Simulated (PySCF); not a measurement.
Computed properties of Si(H)2(Me)(NCO) (C2H5NOSi), SMILES C[SiH2]N=C=O

Si(H)2(Me)(NCO) (C₂H₅NOSi), SMILES N([SiH2]C)=C=O. Coordinates come from a PBE0-D3(BJ)/def2-SVP optimisation. Other conformers were not sampled. All values are computed for the isolated molecule unless a solvent is named; none is compared with measurement here.

**Structure.** The optimised structure has Cs symmetry. All 24 harmonic modes at PBE0-D3(BJ)/def2-SVP (PySCF) are real, so it is a minimum. With heavy atoms numbered as in [SiH2:1]([CH3:2])[N:3]=[C:4]=[O:5], the shortest bond between them is C4–O5 at 1.169 Å and the longest Si1–C2 at 1.866 Å.

**Vibrations.** The strongest infrared lines (harmonic, unscaled, degenerate partners summed) lie at 2492 cm⁻¹ (1546 km/mol, C 69 %, N 19 %, O 11 %), 925 cm⁻¹ (353 km/mol, H 82 %, Si 12 %), 2242 cm⁻¹ (145 km/mol, H 98 %). The softest mode is at 55 cm⁻¹ and the zero-point energy is 42.7 kcal/mol.

**Electronic structure.** M06-2X/def2-TZVP (PySCF) places the frontier levels at -9.77 and 1.15 eV, a gap of 10.92 eV, and gives a dipole moment of 2.77 D and a mean polarisability of 57.5 bohr³. PBE/def2-TZVP (PySCF) at the same geometry gives -7.11 and -0.45 eV, so its gap is 4.26 eV narrower. An orbital gap is neither the optical nor the fundamental gap.

**Excitations.** TDDFT-PBE0/def2-SVPD (PySCF) has S1 at 7.22 eV (172 nm, f = 0.002, weak); the most intense of the 10 singlets computed lies at 8.11 eV (f = 0.20). T1 (TDA) is at 6.55 eV. TDDFT-PBE/def2-SVPD (PySCF) puts S1 at 6.63 eV. No vertical singlet excitation falls in the visible range (under 3.1 eV).

**NMR.** GIAO shifts at B3LYP/pcSseg-1 (PySCF) (non-relativistic, atoms alike by connectivity averaged): ¹³C from 0.2 to 127.7 ppm against TMS; ¹H from 0.7 to 5.0 ppm against TMS; ²⁹Si at -47.0 ppm against TMS.

**Solvation.** SMD-M06-2X/def2-SVP (PySCF) gives 3.3 kcal/mol in water, -0.1 kcal/mol in 2-propanol, -1.1 kcal/mol in dimethylsulfoxide (1 M in both phases, gas-phase geometry); of these solvents dimethylsulfoxide holds the molecule best.
